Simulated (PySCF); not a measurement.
# How methods differ on the ionisation energy of Br³⁰⁺

Br³⁰⁺ [He] 2s2 2p1 (2P) → Br³¹⁺ [He] 2s2 (1S), as a difference of total energies. Calculation: PySCF 2.14, in an even-tempered Gaussian basis (19 s from 8.7 bohr⁻², ratio 2.2; 12 p from 11 bohr⁻², ratio 2.2; 6 d from 46 bohr⁻², ratio 2.4; 5 f from 69 bohr⁻², ratio 2.4; 4 g from 100 bohr⁻², ratio 2.4); scalar relativity by spin-free X2C-1e. Correlated levels: nothing frozen; virtual orbitals above 40 to 60 times the deepest correlated orbital energy dropped. The calculations carry no spin-orbit coupling.

| method | ionisation energy (eV) |
| --- | --- |
| UHF | 3491.6 |
| LDA | 3488.1 |
| PBE | 3492.6 |
| PBE0 | 3492.6 |
| r2SCAN | 3494.1 |
| MN15 | 3490.7 |
| M06 | 3492.1 |
| MP2 (all electrons) | 3490.9 |
| SCS-MP2 (all electrons) | 3490.5 |

A first-order spin-orbit estimate (lowest level to lowest level, LS coupling) adds 35.947 eV.

For this ion Breit and QED terms and the two-electron picture change, all absent here, outweigh the differences among the correlated methods.

For comparison: 3523.1 ± 2.2 eV (semi-empirical (NIST evaluation); NIST Atomic Spectra Database, ionization energies).
